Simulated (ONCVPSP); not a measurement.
# Ni (Z = 28), ONCV: configuration errors across variants

nickel, optimised norm-conserving Vanderbilt (ONCV), made with ONCVPSP 4.0.1 (PBEsol, scalar-relativistic). Core [Ne], reference 3s2 3p6 3d8 4s2. Waves: 3s+4s: rc 1.10 bohr, ncon 5, nbas 8, qcut 13.6 1/bohr, 2 projectors; 3p: rc 0.40 bohr, ncon 3, nbas 6, qcut 20.6 1/bohr, 3 projectors, debl 3.7 Ha; 3d: rc 1.05 bohr, ncon 5, nbas 9, qcut 16.4 1/bohr, 2 projectors, debl 3.8 Ha. Local part: polynomial inside 0.30 bohr (lpopt 5, dvloc0 0 Ha). Core correction: Teter function, parameters optimised by the program.

All-electron excitation energies from the reference (eV): (1) 3s2 3p6 3d8 4s1 9.337; (2) 3s2 3p6 3d8 4s0 26.599; (3) 3s2 3p6 3d7 4s0 64.036; (4) 3s2 3p6 3d8 4s0 4p1 15.050.

2 further variants failed, have other tests or another functional or relativity, and are left out.

A true bound ghost makes a file unfit for plane-wave use even where its test errors are small: the radial tests pick states by their node count and pass the ghost by.

Errors AE − PS in meV (a dash: test not solved or not reliable):

| change | (1) | (2) | (3) | (4) | bound ghosts | GHOST(+) flags above zero |
| --- | --- | --- | --- | --- | --- | --- |
| base | -0.3 | +0.1 | -4.2 | -1.4 | s, p | p |
| p: qcut 19.8 | -0.3 | +0.1 | -4.2 | -1.4 | s, p | p |
| d: debl 1.35 | -0.3 | +0.1 | -4.5 | -1.4 | s, p | p |
| d: nproj 3 | -0.3 | +0.1 | -4.4 | -1.4 | s, p | p |
| local potential polynomial inside 0.30 bohr (lpopt 5, dvloc0 6.5 Ha) | -0.3 | +0.1 | -4.1 | -1.4 | s, p | p |

Task: Give the same row for: d: rc 1.54.

Result: -0.7, -2.3, -10.0, -2.5; bound ghosts: s, p; GHOST(+) flags above zero: p, d.
